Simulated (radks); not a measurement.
All-electron atom: Rh2+ in [Kr] 4d6 5p1 (not the ground configuration).

Method: scalar-relativistic Kohn-Sham, LDA (Slater exchange, Perdew-Wang correlation), spin-polarised, spherical densities, point nucleus; open shells are filled with parallel spins first (spin-orbit coupling, left out, can overturn this in heavy ions); computed with a radial shooting solver on a logarithmic mesh with Libxc functionals.

Energy parts (eV):
total: -130019.433
kinetic: 134622.675
electron-nucleus: -312831.392
Hartree: 51809.183
exchange-correlation: -3619.899

Orbitals (lengths in bohr, moments of r in powers of bohr; <r^-3> diverges for s and p1/2; r(max) is where P^2 peaks):
| orbital | occ. | eigenvalue (eV) | r(max) | <r> | <1/r> | <r^-3> |
|---|---|---|---|---|---|---|
| 1s up | 1 | -23036.22 | 0.02120 | 0.03266 | 47.00 | - |
| 1s down | 1 | -23036.18 | 0.02120 | 0.03266 | 47.00 | - |
| 2s up | 1 | -3364.396 | 0.1199 | 0.1421 | 10.64 | - |
| 2s down | 1 | -3363.701 | 0.1199 | 0.1421 | 10.64 | - |
| 2p up | 3 | -3020.043 | 0.09578 | 0.1238 | 10.31 | 3241 |
| 2p down | 3 | -3019.486 | 0.09577 | 0.1238 | 10.31 | 3241 |
| 3s up | 1 | -623.2733 | 0.3519 | 0.3914 | 3.704 | - |
| 3s down | 1 | -622.7664 | 0.3519 | 0.3913 | 3.705 | - |
| 3p up | 3 | -510.1206 | 0.3449 | 0.3911 | 3.531 | 564.4 |
| 3p down | 3 | -509.5691 | 0.3449 | 0.3909 | 3.531 | 564.4 |
| 3d up | 5 | -328.6865 | 0.2908 | 0.3707 | 3.306 | 76.53 |
| 3d down | 5 | -327.9631 | 0.2910 | 0.3704 | 3.307 | 76.55 |
| 4s up | 1 | -110.4767 | 0.8791 | 0.9732 | 1.414 | - |
| 4s down | 1 | -107.5457 | 0.8768 | 0.9709 | 1.419 | - |
| 4p up | 3 | -78.1434 | 0.9398 | 1.066 | 1.271 | 92.23 |
| 4p down | 3 | -75.1098 | 0.9370 | 1.064 | 1.275 | 92.99 |
| 4d up | 5 | -31.8950 | 1.114 | 1.386 | 0.9589 | 7.724 |
| 4d down | 1 | -28.8450 | 1.112 | 1.397 | 0.9550 | 7.690 |
| 5p up | 1 | -16.6275 | 2.662 | 2.998 | 0.4275 | 10.94 |
| 5p down | 0 | -14.8778 | 2.740 | 3.130 | 0.4077 | 9.677 |

The highest occupied level is 5p up at -16.627 eV. The density falls to 0.001 e/bohr^3 at r = 4.04 bohr. Summed over all electrons, <r^2> = 36.96 bohr^2, which gives a Langevin (diamagnetic) susceptibility term of -29.3 x 10^-6 cm^3/mol. Spin moment in Bohr magnetons: 5.
